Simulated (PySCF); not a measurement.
A ladder for the ionisation energy of Tc

Tc [Kr] 4d5 5s2 (6S) → Tc⁺ [Kr] 4d5 5s1 (7S). Scalar values calculated with PySCF 2.14 in aug-cc-pVTZ-DK (spin-free X2C; valence: [Kr] frozen). The spin-orbit shift comes from two-component X2C-1e calculations (generalised Hartree-Fock, GHF, and MP2 on its spinors, GMP2) in x2c-QZVPPall-2c: GMP2 gives 6.914 eV without and 6.916 eV with screened spin-orbit coupling, a shift of 0.002 eV (GHF: 0.001 eV). Sums use unrounded values; where a UHF row is shifted, it takes the GHF shift.

```csv
method,scalar (eV)
UHF,5.541
MP2 (valence),6.755
SCS-MP2 (valence),7.023
CCSD (valence),6.854
CCSD(T) (valence),6.968
LDA,7.314
PBE,6.876
PBE0,6.710
r2SCAN,6.545
TPSSh,6.694
B97-3,7.342
MN15,7.067
```

(1) Form a composite estimate from CCSD(T) (valence) and the spin-orbit shift, and compare it with the reference, 7.119 eV (measured; NIST Atomic Spectra Database, ionization energies).

The errors of the correlated levels include the incompleteness of the basis and the frozen core, so a lower level can come closer by cancellation.

Results:

(1) 6.968 + (0.002) = 6.970 eV, an error of -0.149 eV.
